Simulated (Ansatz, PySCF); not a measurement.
C2H3Cl2FSi, SMILES FC(=C(Cl)Cl)[SiH3].

Geometry optimised at B3LYP-D3(BJ)/def2-SVP. The structure was generated by enumeration, and PubChem lists no compound with its InChIKey, so it may never have been made.

Vertical ionisation energy (IE) and electron affinity (EA) in eV. Rows of orbital energies are one-electron estimates. Where ΔSCF, EOM or ADC give a negative EA the extra electron is unbound and the value depends on the basis.

| level | IE | EA |
|---|---|---|
| −ε(HOMO), −ε(LUMO), CAM-B3LYP/def2-TZVP (PySCF) | ? | ? |
| −ε(HOMO), −ε(LUMO), PBE/def2-TZVP (PySCF) | 6.20 | 1.94 |
| ΔSCF, PBE0/def2-SVPD (Ansatz), final states of multiplicity 2 and 2 | 9.49 | -0.55 |
| ΔSCF, PBE/def2-SVPD (Ansatz), final states of multiplicity 2 and 2 | 9.20 | -0.59 |

**Question.** Complete the blanks. (An estimate is asked for; the answer gives what the named calculation found.)

**Answer.** 
- −ε(HOMO), −ε(LUMO), CAM-B3LYP/def2-TZVP (PySCF), IE: 8.71
- −ε(HOMO), −ε(LUMO), CAM-B3LYP/def2-TZVP (PySCF), EA: -0.04

**Question.** What vertical singlet–triplet gap does ΔSCF give with PBE0/def2-SVPD (Ansatz, an electronic-structure program) and with PBE/def2-SVPD (Ansatz)? (The exact figures need the calculation; the answer reports its results.)

**Answer.** 3.57 and 3.62 eV (triplet above singlet where positive).
